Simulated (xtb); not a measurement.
H₈N₂OSi₂, SMILES [Si@H](O)([SiH2]N)N. All values are semi-empirical tight-binding results from xtb (GFN2-xTB unless named), good for trends rather than for accurate numbers. The structure is a stationary point at GFN2-xTB. The structure was generated by enumeration; whether it is a known compound was not checked. Other conformers were not sampled.

Optimised geometry:

```xyz
13

N      2.3784     0.9591     0.4519
Si     1.2105     0.2986    -0.6480
Si    -0.7150    -0.5208     0.3229
N     -1.8697     0.5892     1.0049
O     -1.4509    -1.2307    -0.9481
H      2.8554     0.3295     1.0765
H      2.1499     1.8043     0.9495
H      1.9823    -0.7277    -1.3593
H      0.9784     1.4314    -1.5616
H     -0.5809    -1.4765     1.4392
H     -2.2949     1.2624     0.3856
H     -1.6350     1.0462     1.8705
H     -2.3453    -1.5511    -0.8617
```
Charge 0, spin multiplicity 1.

Question: Estimate the properties. (An estimate is asked for; the answer gives what the named calculation found.)

Answer: 
```json
{
 "orbital_gap": "4.38 eV",
 "dipole_moment": "2.34 D",
 "zero_point_energy": "56.0 kcal/mol",
 "G − E(el) at 298.15 K (modified RRHO)": "34.8 kcal/mol",
 "static polarisability (D4 model)": "82.6 bohr³",
 "solvation energy, GFN2-xTB/ALPB(water)": "-7.7 kcal/mol",
 "solvation energy, GFN2-xTB/ALPB(acetonitrile)": "-7.6 kcal/mol"
}
```

Computed atomic charges and the Wiberg bond orders between heavy atoms:
charges (e) N1 -0.44, Si2 0.41, Si3 0.46, N4 -0.43, O5 -0.51, H6 0.14, H7 0.14, H8 -0.11, H9 -0.10, H10 -0.11, H11 0.14, H12 0.14, H13 0.29. Bond orders N1–Si2 1.12, Si2–Si3 0.78, Si3–N4 1.10, Si3–O5 1.15.
